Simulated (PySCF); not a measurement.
## Ionisation energy of Au²⁺ by level of theory

Au²⁺ [Xe] 4f14 5d9 [5d3/2^4 5d5/2^5, M_J = 5/2] → Au³⁺ [Xe] 4f14 5d8 [5d3/2^4 5d5/2^4, M_J = 4], as a difference of total energies. Calculation: PySCF 2.14, in x2c-TZVPall-2c (11s11p10d2f, 108 functions); the two-component X2C-1e Hamiltonian. Correlated levels: [Kr] 4d10 4f14 frozen; the 34 highest virtual spinors dropped. "Screened" scales the spin-orbit matrix elements by Boettger's factors to mimic the two-electron term; Breit and QED terms are absent.

```tsv
method	ionisation energy (eV)
GHF (spin-free)	30.978
GMP2 (spin-free)	32.342
GHF (screened spin-orbit)	30.444
GMP2 (screened spin-orbit)	31.789
```

Q: How much does correlation contribute at GMP2 (screened spin-orbit)?

A: 31.789 − (30.444) = 1.345 eV, measured against GHF (screened spin-orbit).

The spin-free rows relax to the high-spin LS determinant and lack the spin-orbit shift.

Errors of the correlated levels include the incompleteness of this basis and the frozen core.

The labels give the starting determinants; with spin-orbit coupling the two ends relaxed to ⟨J²⟩ = 8.82, ⟨L²⟩ = 6.21, ⟨S²⟩ = 0.93 and ⟨J²⟩ = 20.01, ⟨L²⟩ = 12.49, ⟨S²⟩ = 2.09.

For comparison: 30 ± 1.6 eV (theoretical estimate listed by NIST; NIST Atomic Spectra Database, ionization energies).
